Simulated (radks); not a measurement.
All-electron atom: B- in [He] 2s2 2p2. All-electron calculation, non-relativistic Kohn-Sham, r2SCAN, spin-polarised, spherical densities, point nucleus; open shells are filled with parallel spins first; meta-GGA in the generalised Kohn-Sham scheme; hard spherical wall at 2 bohr. Program: a radial shooting solver on a logarithmic mesh with Libxc functionals.

Unscreened Slater integrals over Kohn-Sham orbitals (cm^-1). They are taken over the spin-up orbitals. Empty in this configuration: 3d.

integral,value
"F0(2p,2p)",184420
"F2(2p,2p)",100110
"F0(2p,2s)",178180
"G1(2p,2s)",108210
"F0(2p,1s)",231680
"G1(2p,1s)",40688
"F0(2p,3d)",168220
"F2(2p,3d)",94724
"G1(2p,3d)",114900
"G3(2p,3d)",74364
"F0(2s,2s)",175720
"F0(2s,1s)",237220
"G0(2s,1s)",32498
"F0(2s,3d)",164600
"G2(2s,3d)",93421
"F0(1s,1s)",612570
"F0(1s,3d)",186470
"G2(1s,3d)",8249.4
"F0(3d,3d)",159160
"F2(3d,3d)",100460
"F4(3d,3d)",71495

Derived for the open shells (J is the average intra-shell exchange parameter used in DFT+U). 2p: J = F2/5 = 20020 cm^-1; in LS coupling 1D lies 6 F2/25 = 24030 cm^-1 above 3P.
